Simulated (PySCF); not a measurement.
# P (phosphorus, neutral) across methods

[Ne] 3s2 3p3, high-spin 4S determinant. All numbers are calculated (PySCF 2.14, no relativity, point nucleus, in aug-cc-pwCVTZ (8s7p5d3f, 75 functions)).

| method | E (hartree) | mean ε 3s α (eV) | mean ε 3s β (eV) | mean ε 3p α (eV) | Σ⟨r²⟩ (bohr²) | ⟨S²⟩ |
| --- | --- | --- | --- | --- | --- | --- |
| UHF | -340.71661 | -22.763 | -15.149 | -10.673 | 30.31 | 3.751 |
| PBE0 | -341.1429 | -16.907 | -13.147 | -7.536 | 30.12 | 3.750 |
| LDA | -340.0027 | -14.711 | -12.260 | -6.302 | 30.45 | 3.751 |
| PW91 | -341.2573 | -14.771 | -12.058 | -6.327 | 30.32 | 3.750 |
| TPSSh | -341.2878 | -15.954 | -12.352 | -6.903 | 30.03 | 3.751 |
| B97-3 | -341.2266 | -16.926 | -13.317 | -7.429 | 30.09 | 3.752 |
| PBEsol | -340.5261 | -14.673 | -11.966 | -6.254 | 30.35 | 3.750 |
| r2SCAN | -341.2459 | -15.623 | -11.962 | -6.704 | 30.04 | 3.750 |

Estimate the same row for PBE.

E (hartree) = -341.1120; mean ε 3s α (eV) = -14.733; mean ε 3s β (eV) = -12.013; mean ε 3p α (eV) = -6.296; Σ⟨r²⟩ (bohr²) = 30.34; ⟨S²⟩ = 3.750.
